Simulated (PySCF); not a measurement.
CH7FOSi2, SMILES C[Si@H](O[SiH3])F.

Geometry: B3LYP-D3(BJ)/def2-SVP. The structure was generated by enumeration; whether it is a known compound was not checked. Other conformers were not sampled.

Level of theory: TDA-M06-2X/def2-SVPD in PySCF 2.14.0.

Vertical excitations. Gas-phase values at a fixed geometry.

Problem. List the lowest excited states. (Estimate from the structure and the level; the computed values follow.)

Solution. 
```tsv
state	energy (eV)	λ (nm)	f	main pairs
S1	7.69	161	0.000	HOMO→LUMO 59 %, HOMO→LUMO+1 15 %
S2	7.93	156	0.005	HOMO−1→LUMO 62 %, HOMO−1→LUMO+1 24 %
S3	8.45	147	0.014	HOMO→LUMO+1 40 %, HOMO→LUMO 22 %, HOMO→LUMO+3 19 %
S4	8.60	144	0.024	HOMO→LUMO+3 39 %, HOMO→LUMO+2 11 %, HOMO→LUMO 8 %, HOMO−2→LUMO 7 %
S5	8.78	141	0.024	HOMO→LUMO+2 26 %, HOMO−2→LUMO 25 %, HOMO→LUMO+7 13 %, HOMO−2→LUMO+1 9 %
S6	8.88	140	0.125	HOMO−1→LUMO+1 52 %, HOMO−1→LUMO 16 %
S7	8.94	139	0.091	HOMO→LUMO+2 12 %, HOMO−2→LUMO 11 %, HOMO−1→LUMO+6 11 %, HOMO→LUMO+5 10 %
S8	8.97	138	0.088	HOMO→LUMO+2 13 %, HOMO−2→LUMO+1 10 %, HOMO−2→LUMO 10 %, HOMO→LUMO+4 9 %
S9	9.45	131	0.057	HOMO→LUMO+5 32 %, HOMO→LUMO+6 17 %, HOMO−1→LUMO+6 14 %, HOMO→LUMO+4 11 %
S10	9.50	130	0.092	HOMO→LUMO+4 40 %, HOMO→LUMO+5 20 %, HOMO→LUMO+6 11 %
T1	7.38	168	0	HOMO→LUMO 51 %, HOMO→LUMO+1 16 %, HOMO−2→LUMO 11 %
T2	7.58	163	0	HOMO−1→LUMO 56 %, HOMO−1→LUMO+1 24 %
T3	8.23	151	0	HOMO→LUMO+3 37 %, HOMO→LUMO+1 18 %, HOMO−2→LUMO+3 8 %, HOMO→LUMO 7 %
T4	8.35	149	0	HOMO→LUMO 25 %, HOMO→LUMO+1 20 %, HOMO→LUMO+2 16 %, HOMO→LUMO+3 9 %
```
Triplets are in the Tamm–Dancoff approximation.
